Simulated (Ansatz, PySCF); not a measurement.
H4P2, triplet, geometry from GFN2-xTB (a higher spin typed on purpose: for a closed-shell molecule this is an excited state). Base run: CCSD(T)/6-31G** (PySCF).

The PySCF input:
```python
from pyscf import gto, scf, cc

mol = gto.M(
    atom='''
P    -1.22513273   -0.18858373    0.40247436
P     1.15923065    0.20673919   -0.32030056
H    -1.60413451    1.03387345   -0.14579888
H    -1.45834842   -0.84719140   -0.80534801
H     1.54695439   -0.87997430    0.45161677
H     2.50405968    0.42096026   -0.73307690
''',
    basis='6-31g**',
    spin=2,
    verbose=3,
)

mf = scf.UHF(mol)
mf.kernel()

mycc = cc.CCSD(mf)
mycc.kernel()
et = mycc.ccsd_t()
print('E(CCSD(T)) = %.10f' % (mycc.e_tot + et))
```

The same geometry, method and basis name were run in Ansatz (an electronic-structure program) and PySCF, at each program's defaults and at the settings that a row names. The base is PySCF at its defaults. Differences at the defaults can come from grids, fitting, cores and function types together.

```json
[
 {"code and settings": "PySCF, defaults (exact integrals, spherical functions, all electrons correlated)", "ΔE vs base (mEh)": "0.000", "basis functions": "56", "E (Eh)": "-683.95123", "SCF cycles": "13", "SCF-reference dipole (D)": "1.14"},
 {"code and settings": "Ansatz, defaults (factorised integrals, Cartesian functions, frozen core)", "ΔE vs base (mEh)": "9.924", "basis functions": "58", "E (Eh)": "-683.94131", "SCF cycles": "-", "SCF-reference dipole (D)": "-"},
 {"code and settings": "PySCF, frozen core", "ΔE vs base (mEh)": "13.636", "basis functions": "56", "E (Eh)": "-683.93760", "SCF cycles": "13", "SCF-reference dipole (D)": "1.14"},
 {"code and settings": "Ansatz, high accuracy, frozen core, Cartesian functions as the basis file defines them", "ΔE vs base (mEh)": "9.919", "basis functions": "58", "E (Eh)": "-683.94131", "SCF cycles": "-", "SCF-reference dipole (D)": "-"}
]
```

Open shells are given as the SCF converged; they aren't shown to be the lowest states, and a large step between rows can be another state.
